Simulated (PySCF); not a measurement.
Al⁺: ionisation energy

Al⁺ [Ne] 3s2 (1S) → Al²⁺ [Ne] 3s1 (2S), as a difference of total energies. Calculation: PySCF 2.14, in def2-TZVP; the non-relativistic Hamiltonian (point nucleus). Correlated levels: valence: [Ne] frozen. The calculations carry no spin-orbit coupling.

```json
{"method": "UHF", "ionisation energy (eV)": "17.529", "error (eV)": "-1.300"}
{"method": "PBE", "ionisation energy (eV)": "18.785", "error (eV)": "-0.044"}
{"method": "M06-L", "ionisation energy (eV)": "18.686", "error (eV)": "-0.143"}
{"method": "MP2 (valence)", "ionisation energy (eV)": "18.271", "error (eV)": "-0.558"}
{"method": "SCS-MP2 (valence)", "ionisation energy (eV)": "18.420", "error (eV)": "-0.409"}
{"method": "CCSD (valence)", "ionisation energy (eV)": "18.600", "error (eV)": "-0.229"}
```

Reference: 18.829 eV (measured; NIST Atomic Spectra Database, ionization energies).

Errors of the correlated levels include the incompleteness of this basis and the frozen core.

With two correlated electrons CCSD is exact in that space.
